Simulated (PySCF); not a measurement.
Screening by computed properties: pick the candidate that meets the target.

All species are isolated and taken at one optimised geometry, non-relativistic unless stated; the electronic structure was computed with PySCF and density fitting.

Dipoles, sizes and rotational constants follow the conformer. The torsions of the flexible species, by atom-mapped SMILES:
- `[CH3:1][CH2:2][CH:3][CH2:4][O:5][SiH3:6]`: C1–C2–C3–C4 156°, C2–C3–C4–O5 79°, C3–C4–O5–Si6 -178°
- `[O:1]=[C:2][O:3][SiH3:4]`: O1–C2–O3–Si4 0°
- `[CH2:1]=[C:2][n:3]1[cH:4][cH:5][n:6][cH:7]1`: C1–C2–N3–C4 -102°
- `[cH:1]1[n:2][s:3][c:4]([C:5]2[CH2:6][CH2:7]2)[n:8]1`: S3–C4–C5–C6 0°
- `[CH+:1]=[C:2][C@@H:3]1[C@H:4]([C:5]#[N:6])[C@H:7]1[CH:8]([F:9])[F:10]`: C4–C7–C8–F9 27°

Question: Wanted: isotropic g value above 2.006 (unrestricted B3LYP/pcH-1, mean-field spin–orbit) and smallest rotational constant below 1.3 GHz (GFN2-xTB), at GFN2-xTB geometries. Which candidate meets both?
A. `[C]([C@H]1[C@H](C(F)F)[C@H]1C#N)=[CH+]` [radical]
B. `[SiH3]O[C]=O` [radical]
C. `CC[CH]CO[SiH3]` [radical]
D. `C[C]1CN=C1C#N` [radical]
E. `C=[C]n1ccnc1` [radical]
F. `c1nsc([C]2CC2)n1` [radical]

Answer: A. Computed values:
| species | isotropic g value | smallest rotational constant |
| --- | --- | --- |
| [SiH3]O[C]=O [radical] | 2.00123 | 3.148 GHz |
| C=[C]n1ccnc1 [radical] | 2.00213 | 1.702 GHz |
| CC[CH]CO[SiH3] [radical] | 2.00248 | 0.922 GHz |
| C[C]1CN=C1C#N [radical] | 2.00328 | 1.558 GHz |
| c1nsc([C]2CC2)n1 [radical] | 2.00563 | 0.998 GHz |
| [C]([C@H]1[C@H](C(F)F)[C@H]1C#N)=[CH+] [radical] | 2.00631 | 0.710 GHz |
